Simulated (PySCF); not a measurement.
Compound: (NaCl)2 ring, Na₂Cl₂.
Structure used (PBE0-D3(BJ)/def2-SVP), in Å, numbered top down from 1:
```xyz
4
Na2Cl2 angstrom
Na    -1.444    0.061   -0.665
Cl    -0.800   -0.584    1.676
Na     1.444   -0.063    0.666
Cl     0.799    0.586   -1.677
```

Computed at PBE0/pcSseg-1 (PySCF, non-relativistic), with Q(23Na) = 0.104 b, Q(35Cl) = −0.0817 b: Na1, 23Na (I = 3/2): χzz = -5.201 MHz, η = 0.659; Cl2, 35Cl (I = 3/2): χzz = -6.005 MHz, η = 0.976.

Q: Find the zero-field quadrupole resonance frequencies of 23Na at Na1.

A: From ν = (|χ|/2)√(1 + η²/3): ν = 2.782 MHz (sodium bonded to 2 Cl).

Q: Find the zero-field quadrupole resonance frequencies of 35Cl at Cl2.

A: From ν = (|χ|/2)√(1 + η²/3): ν = 3.447 MHz (chlorine bonded to 2 Na). For 37Cl the ratio of quadrupole moments, 0.7881, gives 2.716 MHz.

In a crystal, neighbours and librations shift these lines. Isolated species at its PBE0-D3(BJ)/def2-SVP geometry, gas phase. The basis is small and wasn't made for field gradients, so the couplings can be 20 % off.
